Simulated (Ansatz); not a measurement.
System: BeCl, charge 1, multiplicity 1. 
Geometry from a B3LYP-D3(BJ)/def2-TZVP (Ansatz, a quantum-chemistry and plane-wave program) optimisation:
```xyz
2

Be     0.0000     0.0000    -1.3984
Cl     0.0000     0.0000     0.3290
```
Charge +1, spin multiplicity 1.

Parts of the frozen-core correlation energy in def2-SVP (Ansatz, hartree). Frozen orbitals: 6; correlated occupied orbitals by spin: 4 and 4; virtual: 17 and 17. No spin-orbit coupling. Non-relativistic.

| term | value |
|---|---|
| reference (HF) | -473.68238 |
| MP2 opposite-spin | (withheld) |
| MP2 same-spin | -0.03965 |
| CCSD correlation | (withheld) |
| (T) | (withheld) |
| CCSDT minus CCSD(T) | -0.00038 |
| CCSDT(Q) minus CCSD(T) | -0.00072 |
| T1 diagnostic | 0.015 |
| largest doubles amplitude | 0.041 |

Problem. Fill in the missing entries.

Solution. 
- MP2 opposite-spin, value: -0.10914
- CCSD correlation, value: -0.16142
- (T), value: -0.00422
